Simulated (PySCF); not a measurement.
Gas-phase reaction: 4 GeF₃ + Ge₂O₂ ⇌ 6 GeF₂ + 2 O

Method: PySCF energies plus ideal-gas RRHO corrections (1 bar). † marks an energy on the PBE0/def2-TZVP geometry and frequencies; other levels use their own. MP2 freezes the core. 6-31G* has spherical d functions here. Open shells (unrestricted): GeF₃ (multiplicity 2), O (multiplicity 3); the rest are closed-shell singlets. Spin-orbit splitting is ignored; it lowers the true energy and changes the entropy of O. Ge: all electrons, no relativistic terms. GeF₃, Ge₂O₂: computed as isolated molecules; such fragments, hydroxides, amides, oligomers or adducts are transient or little studied in the gas. MP2 isn't extrapolated to the basis-set limit.

```
level            ΔH°(298 K), kJ
---------------  --------------
BLYP/def2-TZVP†             499
HF/6-31G*                   230
MP2/def2-SVP†                 …
MP2/def2-TZVPP†             729
PBE/def2-SVP                  …
PBE0/def2-QZVP†               …
```

Task: Some entries are withheld; supply them.

Result: 
- MP2/def2-SVP†, ΔH°(298 K), kJ: 660
- PBE/def2-SVP, ΔH°(298 K), kJ: 644
- PBE0/def2-QZVP†, ΔH°(298 K), kJ: 604
